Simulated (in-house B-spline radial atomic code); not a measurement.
Spin-orbit splittings of orbital energies (j = l + 1/2 less j = l - 1/2) and ratios of mean radii (lower j over upper j) along the 32-electron series, configuration [Ar] 3d10 4s2 4p2. Computed with a B-spline radial code for spherical atoms: Dirac-Hartree-Fock, average of the configuration, finite nuclei.

| ion | Z | splitting of 2p (eV) | radius ratio of 2p | splitting of 4p (eV) | radius ratio of 4p | splitting of 3p (eV) | radius ratio of 3p |
| --- | --- | --- | --- | --- | --- | --- | --- |
| Cs23+ | 55 | 354.55 | 0.94168 | 19.198 | 0.97454 | 71.578 | 0.96322 |
| Ba24+ | 56 | 384.23 | 0.93943 | 21.295 | 0.97364 | 78.25 | 0.96193 |
| La25+ | 57 | ? | ? | ? | ? | ? | ? |
| Ce26+ | 58 | 449.48 | 0.93479 | 25.998 | 0.97178 | 93.055 | 0.95926 |
| Pr27+ | 59 | 485.26 | 0.9324 | 28.625 | 0.97081 | 101.24 | 0.95787 |
| Nd28+ | 60 | ? | ? | ? | ? | ? | ? |
| Pm29+ | 61 | 563.62 | 0.92745 | 34.478 | 0.9688 | 119.31 | 0.955 |
| Sm30+ | 62 | 606.42 | 0.9249 | 37.726 | 0.96776 | 129.26 | 0.95351 |
| Eu31+ | 63 | ? | ? | ? | ? | ? | ? |
| Gd32+ | 64 | 699.87 | 0.91963 | 44.925 | 0.9656 | 151.14 | 0.95044 |
| Tb33+ | 65 | 750.77 | 0.91691 | 48.9 | 0.96448 | 163.13 | 0.94885 |

(1) Fill in the row of La25+.

(2) Fill in the row of Nd28+.

(3) Fill in the row of Eu31+.

(4) With what power of Z does the column «splitting of 2p (eV)» change over this range?

Answers

(1) splitting of 2p (eV): 415.84; radius ratio of 2p: 0.93714; splitting of 4p (eV): 23.558; radius ratio of 4p: 0.97272; splitting of 3p (eV): 85.4; radius ratio of 3p: 0.96061.

(2) splitting of 2p (eV): 523.27; radius ratio of 2p: 0.92995; splitting of 4p (eV): 31.448; radius ratio of 4p: 0.96982; splitting of 3p (eV): 109.98; radius ratio of 3p: 0.95645.

(3) splitting of 2p (eV): 651.8; radius ratio of 2p: 0.92229; splitting of 4p (eV): 41.205; radius ratio of 4p: 0.96669; splitting of 3p (eV): 139.86; radius ratio of 3p: 0.95199.

(4) A fit of the logarithm of its size against log Z from Z = 55 to 65 has slope 4.49. An unscreened hydrogenic electron would give 4 at low Z; screening makes the apparent power larger near the neutral end, and relativity raises it again at high Z.
